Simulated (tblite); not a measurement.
Species: C₈H₈O₄.
Z-matrix (Å and degrees, GFN2-xTB geometry), rows numbered from 1:
```
C 
C   1  1.3188
C   2  1.5078  1  126.75
O   3  1.4330  2  109.65  1   133.49
C   4  1.3400  3  117.26  2   -85.03
O   5  1.1958  4  121.34  3  -175.24
C   5  1.5450  4  116.93  3     5.26
O   7  1.1961  5  121.74  4   148.63
O   7  1.3400  5  116.87  4   -31.85
C   9  1.4220  7  117.06  5     4.43
C  10  1.5070  3  110.22  2  -179.36
C  11  1.3190 10  125.08  3  -114.07
H   1  1.0764  2  123.32  3    -0.11
H   1  1.0762  2  120.70  3  -179.82
H   2  1.0820  1  120.86  3   179.11
H   3  1.0975  2  109.39  1  -112.73
H  10  1.0956  3  110.15  2   -58.35
H  11  1.0808 10  113.42  3    65.08
H  12  1.0780 11  122.65 10    -1.57
H  12  1.0756 11  121.23 10   179.20
```

Method: GFN2-xTB as coded in tblite; computed harmonic values from a numerical Hessian at the method's own geometry, unscaled. Errors from tens to a few hundred cm⁻¹ against measured bands are possible. One conformer, not necessarily the lowest.

Harmonic wavenumbers (cm⁻¹): 58.9, 67.2, 77.1, 83.8, 123.7, 182.5, 256.5, 302.2, 317.8, 346.3, 381.3, 426.8, 475.0, 540.1, 560.0, 615.7, 631.7, 654.1, 744.2, 760.0, 880.3, 893.2, 914.7, 919.6, 933.6, 997.4, 1002.4, 1015.0, 1017.5, 1042.7, 1063.5, 1091.9, 1132.3, 1181.0, 1207.4, 1262.8, 1267.5, 1274.3, 1290.3, 1299.6, 1408.1, 1411.8, 1711.2, 1715.0, 1761.9, 1805.1, 2917.7, 2936.5, 3069.4, 3075.6, 3108.1, 3117.3, 3141.6, 3141.9.

A = 1219, B = 992.3, C = 845.1 MHz; mass 168.042 u (most abundant isotopes); point group C1, symmetry number 1.

Problem. Zero-point energy?

Solution. Half the sum of the wavenumbers: 31807 cm⁻¹ = 90.94 kcal/mol.

Problem. What is S at 298.15 K and 1 bar for an ideal gas of classical rigid rotors and harmonic oscillators?

Solution. Translation 41.29, rotation 30.13, vibration 34.43: S = 105.9 cal/(mol K).

Problem. And Cp and H(298.15 K) − H(0)?

Solution. Cp = 43.76 cal/(mol K), of which vibrations give 35.81 (their classical limit is 54 R = 107.3); H(298.15 K) − H(0) = 7.75 kcal/mol without the zero-point energy, 5.38 from vibrations.

Problem. Blend soft modes into free rotors: weight 1/[1 + (100 cm⁻¹/ν̃)⁴] for the oscillator and the rest for a rotor with moment μB/(μ + B), μ = h/(8π²ν), B = 10⁻⁴⁴ kg m². What vibrational entropy results?

Solution. 31.37 cal/(mol K) in place of 34.43, which changes −T·S at 298.15 K by +0.91 kcal/mol.

Problem. Which modes carry the vibrational entropy at 298.15 K?

Solution. 58.9 cm⁻¹: 4.49; 67.2 cm⁻¹: 4.23; 77.1 cm⁻¹: 3.96; 83.8 cm⁻¹: 3.80; 123.7 cm⁻¹: 3.04; 182.5 cm⁻¹: 2.30 cal/(mol K); the other 48 give 12.59 together.

Problem. How do the functions run with temperature in this model?

Solution. 
```json
{"T (K)": "100", "S (cal/(mol K))": "73.2", "Cp (cal/(mol K))": "20.6", "H − H(0) (kcal/mol)": "1.42", "G − H(0) (kcal/mol)": "-5.90", "ln q(vib)": "2.12"}
{"T (K)": "200", "S (cal/(mol K))": "90.9", "Cp (cal/(mol K))": "31.9", "H − H(0) (kcal/mol)": "4.04", "G − H(0) (kcal/mol)": "-14.14", "ln q(vib)": "5.24"}
{"T (K)": "300", "S (cal/(mol K))": "106.1", "Cp (cal/(mol K))": "44.0", "H − H(0) (kcal/mol)": "7.83", "G − H(0) (kcal/mol)": "-24.00", "ln q(vib)": "8.30"}
{"T (K)": "500", "S (cal/(mol K))": "133.7", "Cp (cal/(mol K))": "64.5", "H − H(0) (kcal/mol)": "18.81", "G − H(0) (kcal/mol)": "-48.04", "ln q(vib)": "14.34"}
{"T (K)": "800", "S (cal/(mol K))": "168.5", "Cp (cal/(mol K))": "82.9", "H − H(0) (kcal/mol)": "41.22", "G − H(0) (kcal/mol)": "-93.57", "ln q(vib)": "22.97"}
{"T (K)": "1000", "S (cal/(mol K))": "187.8", "Cp (cal/(mol K))": "90.4", "H − H(0) (kcal/mol)": "58.61", "G − H(0) (kcal/mol)": "-129.24", "ln q(vib)": "28.26"}
```

q(vib) and H(0) count from the zero-point level.

Hindered rotation and anharmonicity are outside this model. Other conformers, if any are populated, would add a mixing term that is left out. The structure is chiral; the term R ln 2 for an equal mix with its mirror image is left out.
